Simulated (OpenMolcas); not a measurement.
## Sm3+: effect of the active space

* Program: OpenMolcas
* Method: SS-CASPT2 or its RAS form, IPEA 0.25 Eh, imaginary shift 0.1 Eh
* Basis: ANO-RCC-VDZP
* Scalar Hamiltonian: DKH2, point nucleus
* Spin-orbit coupling: RASSI with atomic mean-field integrals over the reference wave functions, term energies averaged over their components

A. 5 electrons in 7 orbitals (4f); 2S+1 = 6 odd, 21 roots; 2S+1 = 4 odd, 224 roots (208 in the spin-orbit step); 2S+1 = 2 odd, 490 roots (385 in the spin-orbit step); closed shells correlated: 5s 5p; CASPT2 step roughly 4 core-minutes
B. 5 electrons in 12 orbitals (RAS2 4f; RAS3 5d, at most 1 electron); 2S+1 = 6 odd, 21 roots; 2S+1 = 4 odd, 128 roots kept (CI in the orbitals of an earlier block); 2S+1 = 2 odd, 130 roots kept (CI in the orbitals of an earlier block); 2S+1 = 6 even, 175 roots (17 in the spin-orbit step); 2S+1 = 4 even, 128 roots kept (CI in the orbitals of an earlier block, 0 in the spin-orbit step); 2S+1 = 2 even, 120 roots kept (CI in the orbitals of an earlier block, 0 in the spin-orbit step); closed shells correlated: 5s 5p; CASPT2 step roughly 3 core-minutes

Energies in cm-1 above 4f5 6H* 5/2.

| Level | A | B |
| --- | --- | --- |
| 4f5 6H* 5/2 | 0.0 | 0.0 |
| 4f5 6H* 7/2 | 1120 | 1107 |
| 4f5 6H* 9/2 | 2440 | 2410 |
| 4f5 6H* 11/2 | 3900 | 3860 |
| 4f5 6H* 13/2 | 5450 | 5410 |
| 4f5 6H* 15/2 | 7060 | 7020 |
| 4f5 6F* 1/2 | 7200 | 7220 |
| 4f5 6F* 3/2 | 7460 | 7500 |
| 4f5 6F* 5/2 | 7990 | 8060 |
| 4f5 6F* 7/2 | 8920 | 8990 |
| 4f5 6F* 9/2 | 10210 | 10260 |
| 4f5 6F* 11/2 | 11750 | 11780 |
| 4f5 4F* 3/2(1) | 20060 | 21360 |
| 4f5 4G* 7/2(1) [58 %] | 21700 | 23010 |
| 4f5 4I* 9/2(1) | 22610 | 23950 |
| 4f5 4M* 15/2 [72 %] | 23240 | 24520 |
| 4f5 4I* 11/2(1) | 23290 | 24670 |
| 4f5 4F* 5/2(1) [51 %] | 23950 | 25350 |
| 4f5 4I* 13/2(1) [64 %] | 24010 | 25380 |
| 4f5 4G* 9/2(1) [72 %] | 24580 | 25940 |
| 4f5 4M* 17/2 | 25170 | 26320 |
| 4f5 4I* 15/2(1) [59 %] | 25340 | 26630 |
| 4f5 4F* 7/2(1) [57 %] | 26780 | 28230 |
| 4f5 4M* 19/2 | 26830 | 27960 |

The spin-orbit steps hold different terms of 4f5 (B lacks among others a 2D*, a 2F*, a 2G*, a 2H*, 2I*), which shifts levels as well.

Between A and B the level of the table that moves most is 4f5 4F* 7/2(1) [57 %], by 1400 cm-1 (lowest in A, highest in B). Moves below CASPT2's spread within the term are not significant.

CASPT2 breaks the degeneracy within a term, and the mean is taken; among the terms shown or strongly mixed into the levels shown the widest spread is 140 cm-1 (4f5 4K*(1), A). High states are left out of the spin-orbit mixing, which shifts the levels that they would mix with. The basis is small and was not contracted for so high a charge. Each CASPT2 term energy is a mean over a sample of three components (holds for B). Terms from blocks run as CI alone lack orbitals of their own (holds for B). Only configurations of the active space appear. Levels that lie high or do not pair safely by name in every column are left out.

A share in square brackets marks a mixed level and gives the weight of the term that names it, the lowest over the columns. A number in round brackets counts repeated terms of one configuration in the order of the reference energies. * marks odd parity.
